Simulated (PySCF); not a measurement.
## Correlation energy of Ru (ruthenium, neutral)

Starting occupation: [Kr] 4d7 5p1, 4d3/2 with m_j = +1/2, +3/2, 4d5/2 with m_j = -3/2, -1/2, +1/2, +3/2, +5/2, 5p3/2 with m_j = +3/2. Computed with PySCF 2.14 in x2c-TZVPall-2c with one added diffuse shell each of s, p, d type (9s10p8d1f, 86 functions), with X2C-1e with screened-nucleus spin-orbit coupling, Gaussian nucleus. Frozen: [Ar] 3d10; 16 electrons correlated; the 6 highest virtual spinors left out.

MP2 pair energies summed by pair of shells (mhartree):

```tsv
pair	energy	share (%)
4d-4p	-138.66	37.2
4d-4d	-122.93	33.0
4p-4p	-54.50	14.6
4p-4s	-22.90	6.1
4d-4s	-18.68	5.0
4d-5p	-9.27	2.5
4s-4s	-3.84	1.0
4p-5p	-2.11	0.6
4s-5p	-0.11	0.0
```

Total MP2 correlation energy: -373.00 mhartree.

The GHF reference relaxed away from the jj start to a determinant that is no pure jj level (⟨S²⟩ = 6.31, ⟨J²⟩ = 42.02); the energies belong to that determinant.

This basis was not built for core-valence correlation, so the inner-shell part is incomplete.
